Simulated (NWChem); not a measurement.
System: SiH2F2; SMILES F[SiH2]F

NWChem input:

```
start job
memory heap 200 mb stack 900 mb global 1100 mb
geometry units angstroms noautosym nocenter noautoz
  Si     0.000000     0.000000     0.432853
  F      1.300926     0.000000    -0.518289
  F     -1.300926     0.000000    -0.518289
  H      0.000000     1.246221     1.232047
  H      0.000000    -1.246221     1.232047
end
basis spherical
  * library def2-svp
end
dft
  xc pbe0
  iterations 150
end
cosmo
  do_cosmo_smd true
  solvent hexane
end
task dft energy
```

Coordinates come from a PBE0/def2-SVP optimisation. Solvent: n-hexane.

Level: PBE0/def2-SVP with SMD (1 M gas to 1 M solution), gas-phase geometry. Reactions with the solvent are ignored.

Task: Predict the main results of this run. (PBE0/def2-SVP, SMD on the gas-phase geometry.) Quantities: solvation free energy (kcal/mol); cavity-dispersion-structure term (kcal/mol); dipole in solution (D).

Result: 
```yaml
solvation free energy (kcal/mol): -1.0
cavity-dispersion-structure term (kcal/mol): 0.0
dipole in solution (D): 1.76
```
